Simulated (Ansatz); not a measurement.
`C[SiH2]SCF` → `FCS` + `C[SiH]`  (silylene formation by 1,1-elimination)

Gas-phase electronic energies from Ansatz, PBE0-D4/def2-TZVP geometries. CCSD(T)/CBS is the MP2 limit (def2-TZVPP, def2-QZVPP) plus CCSD(T) − MP2 in def2-TZVPP, frozen cores. This one scheme is used for every species. DFT in def2-TZVPP. Each species was taken in one conformer, which may not be the lowest.

| level | ΔE (eV) |
| --- | --- |
| PBE0-D4 | 3.18 |
| B2PLYP | 2.98 |
| MP2/def2-TZVPP | 3.22 |
| SCS-MP2/def2-QZVPP | 3.12 |

Q: What does CCSD(T)/CBS give? (Estimate.)

A: Ansatz gave: +3.07 eV. The listed levels differ from it by 0.11, -0.09, 0.15, 0.05 eV.

Largest T1 diagnostic among the species: 0.012.

From PBE to PBE0 (25 % exact exchange), in def2-TZVPP and without D4, ΔE moves by +0.12 eV. In def2-TZVPP, CCSD(T) changes the Hartree–Fock value by +0.14 eV (the triples alone add +0.05 eV) and MP2 by +0.37 eV.
